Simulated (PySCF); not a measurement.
3-fluoro-3-methylbut-1-yne (C5H7F), SMILES C#CC(C)(C)F.

The structure is a stationary point at TPSSh-D3(BJ)/def2-SVP.

Vertical ionisation energy (IE) and electron affinity (EA) in eV. Rows of orbital energies are one-electron estimates. Where ΔSCF, EOM or ADC give a negative EA the extra electron is unbound and the value depends on the basis.

```tsv
level	IE	EA
−ε(HOMO), −ε(LUMO), B3LYP/def2-TZVP (PySCF)	7.79	-0.11
−ε(HOMO), −ε(LUMO), PBE/def2-TZVP (PySCF)	6.78	0.70
```
